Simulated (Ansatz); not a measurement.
Program: Ansatz. Geometries: PBE0-D4/def2-TZVP. ΔE: electronic, gas phase. CCSD(T)/CBS is the MP2 limit (def2-TZVPP, def2-QZVPP) plus CCSD(T) − MP2 in def2-TZVPP, frozen cores. DFT in def2-TZVPP. B3LYP here is the variant with VWN-RPA as its local correlation; programs differ in this. HSE06 is defined as in plane-wave codes. One conformer a species, not always the lowest.

Reaction (redistribution): `OBCO` + `CBS[SiH3]` → `OBS[SiH3]` + `CBCO`

| level | ΔE (kJ/mol) | difference from CCSD(T)/CBS |
| --- | --- | --- |
| PBE-D4 | 23.3 | -5.7 |
| revPBE-D4 | 23.4 | -5.6 |
| BLYP-D4 | 24.4 | -4.6 |
| PBE0-D4 | 25.5 | -3.5 |
| B3LYP-D4 | 26.0 | -3.0 |
| r2SCAN0-D4 | 26.4 | -2.6 |
| HSE06-D4 | 25.5 | -3.5 |
| BHLYP-D4 | 28.0 | -1.0 |
| ωB97X-V | 27.5 | -1.5 |
| B3LYP | 26.0 | -3.0 |
| HSE06 | 25.4 | -3.6 |
| CAM-B3LYP | 27.4 | -1.6 |
| MP2/def2-SVP | 36.8 | 7.8 |
| HF/def2-TZVPP | 30.2 | 1.2 |
| CCSD/def2-TZVPP | 30.0 | 1.0 |
| HF/CBS(def2) | 29.8 | 0.8 |
| CCSD(T)/CBS | 29.0 | 0 |

Largest T1 diagnostic among the species: 0.014.

From BLYP to BHLYP (50 % exact exchange), in def2-TZVPP and without D4, ΔE moves by +3.4 kJ/mol. Leaving LDA and LC-ωPBE aside and taking each functional with its dispersion term where it has one, the values, not all of them listed here, spread over 5.0 kJ/mol, from PBE-D4 to PBE-QIDH.
